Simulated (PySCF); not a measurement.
Ga(F)2(OMe) (CH₃F₂GaO), SMILES C[O][Ga]([F])[F]. Atoms are numbered in the order given.

```xyz
8

Ga     0.0197    -0.3685     0.0000
F      0.9490    -1.8322     0.0000
F     -1.7178    -0.5016     0.0000
O      0.7918     1.2051     0.0000
C      0.0600     2.4182     0.0000
H      0.3240     3.0092    -0.8931
H      0.3240     3.0092     0.8931
H     -1.0331     2.2605     0.0000
```
Charge 0, spin multiplicity 1.

The structure is a stationary point at ωB97X-D3(BJ)/def2-SVP. Other conformers were not sampled.

The numbers are results of PBE/pcSseg-1 run with PySCF, not measurements.

GIAO shieldings, no solvent; atoms alike by connectivity are averaged. δ = σ(ref) − σ: ¹⁹F against CFCl3 (σ = 133.6 ppm); ¹⁷O against H2O (σ = 334.3 ppm); ¹³C against TMS (σ = 182.0 ppm); ¹H against TMS (σ = 31.49 ppm), references at their B3LYP-D3(BJ)/def2-TZVP geometries, non-relativistic.

```csv
nucleus,atoms,count,δ (ppm)
¹⁹F,"F2, F3",2,-208.6
¹⁷O,O4,1,64.8
¹³C,C5,1,62.8
¹H,"H6, H7, H8",3,4.55
```
